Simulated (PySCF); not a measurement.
SMILES Cc1cc[c]cc1 (C7H7), doublet (B3LYP/def2-SVP optimised geometry):

```
14

C     -1.444    -2.016     0.009
C     -0.695    -0.703    -0.004
C     -1.381     0.522    -0.005
C     -0.689     1.747    -0.003
C      0.688     1.681     0.000
C      1.429     0.517     0.000
C      0.712    -0.690    -0.002
H     -1.316    -2.540     0.971
H     -2.523    -1.866    -0.146
H     -1.081    -2.695    -0.779
H     -2.475     0.526    -0.010
H     -1.234     2.695    -0.006
H      2.523     0.517     0.000
H      1.260    -1.638    -0.004
```

Computed with unrestricted B3LYP/def2-TZVP (PySCF).

### Question
What are the frontier orbital energies (α orbitals alone; a β orbital can be the lowest empty one) and the dipole moment?

### Answer
HOMO-2 -7.15 eV, HOMO-1 -6.91 eV, HOMO -6.72 eV, LUMO -0.63 eV, LUMO+1 -0.36 eV; dipole moment 1.24 D.

On the same geometry unrestricted PBE/def2-TZVP (PySCF 2.14.0) gives HOMO-2 -6.40 eV, HOMO-1 -6.14 eV, HOMO -5.51 eV, LUMO -1.35 eV, LUMO+1 -1.10 eV; dipole moment 1.30 D.

Meta-Löwdin charges at B3LYP/def2-TZVP: C1 -0.33, C2 0.02, C3 -0.12, C4 -0.13, C5 -0.03, C6 -0.13, C7 -0.12, H8 0.12, H9 0.11, H10 0.12, H11 0.11, H12 0.13, H13 0.13, H14 0.11.
